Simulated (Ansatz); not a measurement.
Program: Ansatz. Geometries: PBE0-D4/def2-TZVP. ΔE: electronic, gas phase. CCSD(T)/CBS adds triple-zeta CCSD(T) − MP2 to the extrapolated MP2 energy (def2 sets, frozen cores). Functionals use def2-TZVPP. B3LYP here is the variant with VWN-RPA as its local correlation; programs differ in this. Each species was taken in one conformer, which may not be the lowest.

Reaction (redistribution): `S[SiH2]Cl` + `O[SiH2][SiH]1CO1` → `Cl[SiH2][SiH]1CO1` + `O[SiH2]S`

| level | ΔE (kJ/mol) | difference from CCSD(T)/CBS |
| --- | --- | --- |
| PBE-D4 | -7.2 | 3.0 |
| r2SCAN-D4 | -8.2 | 2.0 |
| PBE0-D4 | -8.7 | 1.5 |
| B3LYP-D4 | -9.0 | 1.2 |
| ωB97X-V | -8.8 | 1.4 |
| ωB97M-V | -8.0 | 2.2 |
| B2PLYP | -10.5 | -0.3 |
| PBE | -8.6 | 1.6 |
| r2SCAN | -8.5 | 1.7 |
| PBE0 | -9.8 | 0.4 |
| B3LYP | -11.3 | -1.1 |
| HF/def2-TZVPP | -16.2 | -6.0 |
| MP2/def2-TZVPP | -9.3 | 0.9 |
| SCS-MP2/def2-TZVPP | -10.4 | -0.2 |
| CCSD/def2-TZVPP | -10.9 | -0.7 |
| CCSD(T)/def2-TZVPP | -9.8 | 0.4 |
| HF/def2-QZVPP | -16.8 | -6.6 |
| MP2/def2-QZVPP | -9.7 | 0.5 |
| SCS-MP2/def2-QZVPP | -10.9 | -0.7 |
| HF/CBS(def2) | -16.9 | -6.7 |
| MP2/CBS(def2) | -9.7 | 0.5 |
| CCSD/CBS(def2) | -11.3 | -1.1 |
| CCSD(T)/CBS | -10.2 | 0 |

Largest T1 diagnostic among the species: 0.014.

In def2-TZVPP, CCSD(T) changes the Hartree–Fock value by +6.4 kJ/mol (the triples alone add +1.1 kJ/mol) and MP2 by +6.9 kJ/mol.
